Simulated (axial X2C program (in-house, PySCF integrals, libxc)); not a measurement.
## Spectroscopic constants of MoC⁻

All values were computed with an axial X2C code built on PySCF integrals. Spin-free means the one-electron spin-free X2C Hamiltonian; two-component (2c) means X2C with spin–orbit coupling and atomic mean-field two-electron Coulomb and Gaunt terms, so the difference of the two also holds small scalar two-electron terms. Basis: Mo dyall-acv3z [12s13p10d5f3g], C dyall-av3z [8s7p3d2f] (cores contracted in-house); Gaussian nuclei, density fitting, unrestricted open shells. Masses: Mo 97.905 u, C 12.000 u.

The run was started with this input:
```json
{"zs": [42, 6], "q": -1, "bas": ["dyall-acv3z", "dyall-av3z"], "levels": ["PBE0", "HF", "PBE50"], "cc": true, "r0": 1.88, "thr": -1.0, "nmax": 90, "npts": 10, "nst": 2, "ntry": 6}
```
```bash
python so2c.py task.json out
```

Keys: zs atomic numbers; q charge; bas basis sets; levels methods; cc coupled cluster on or off; r0 starting distance in Å; thr threshold in hartree for freezing inner shells (an s shell follows its p shell); nmax most natural virtual spinors; npts points on the curve; nst determinants followed; ntry starts of the search. HF also brings MP2.

State, spin-free: M_S = 3/2, Λ = 0 (beyond evenly filled blocks: σα, δ+α, δ-α); electrons by block: σα: 12, σβ: 11, π+α: 5, π+β: 5, π-α: 5, π-β: 5, δ+α: 2, δ+β: 1, δ-α: 2, δ-β: 1. Fragments: Mo + C-.

State, 2c: Ω = 3/2 (⟨Sz⟩ = 1.50, ⟨Lz⟩ = 0.00 at PBE0); electrons by block: 1/2: 17, -1/2: 16, 3/2: 6, -3/2: 7, 5/2: 2, -5/2: 1. Fragments: Mo + C-.

```json
{"Hamiltonian": "spin-free", "level": "PBE0", "Re (Å)": "1.683", "ωe (cm⁻¹)": "986.4", "αe (cm⁻¹)": "0.00454", "De (eV)": "4.60", "D0 (eV)": "4.53", "μ (D)": "-2.83"}
{"Hamiltonian": "spin-free", "level": "PBE50", "Re (Å)": "1.671", "ωe (cm⁻¹)": "914.2", "αe (cm⁻¹)": "0.00789", "De (eV)": "3.80", "D0 (eV)": "3.74", "μ (D)": "-2.45"}
{"Hamiltonian": "2c", "level": "PBE0", "Re (Å)": "1.682", "ωe (cm⁻¹)": "988.2", "αe (cm⁻¹)": "0.00454", "De (eV)": "4.60", "D0 (eV)": "4.54", "μ (D)": "-2.81"}
{"Hamiltonian": "2c", "level": "PBE50", "Re (Å)": "1.669", "ωe (cm⁻¹)": "918.0", "αe (cm⁻¹)": "0.00786", "De (eV)": "3.81", "D0 (eV)": "3.75", "μ (D)": "-2.44"}
```

Dipoles are positive if C is the positive end and refer to the centre of mass.

The state is one determinant whose occupation by symmetry is held fixed; it was picked as the lowest of a PBE0 search that is not exhaustive. De is counted from the lowest determinant-based energies of the atoms at the same level, without counterpoise correction. Density functionals use the spin component along the axis (collinear). Other states lie close and PBE0, whose exact exchange favours high spin, may order them wrongly; the determinant shown need not be the ground state. The nearest other spin-free determinant of the search, M_S = 1/2, Λ = 2, lies 0.90 eV up at the distance of the search. The functionals have no current-density term, which raises determinants with orbital currents, atoms included. With several unpaired electrons one determinant need not be a pure state. The highest occupied level of some functionals is positive through self-interaction error; at Hartree–Fock it is bound. This is the top spin component of a Σ state; components of lower Ω are not single determinants and can lie lower. The determinant is spin-polarised beyond a pure state at some levels (its spin-free form has ⟨S²⟩ too high), which makes Re and μ there less reliable.

No reliable constants came from CCSD (2c), CCSD (spin-free), CCSD(T) (2c), CCSD(T) (spin-free), HF (2c), HF (spin-free), MP2 (2c), MP2 (spin-free): no minimum in range, unconverged points, a curve that is not smooth, a change of character along it, or the two Hamiltonians disagreeing along it.

Rough cost a point (2c) on 1 thread(s) of a shared host, integrals apart: PBE0 1 s, PBE50 1.1 s.

The whole task took 3.4 min on 1 thread of Arm Neoverse V2, with other jobs on the host.
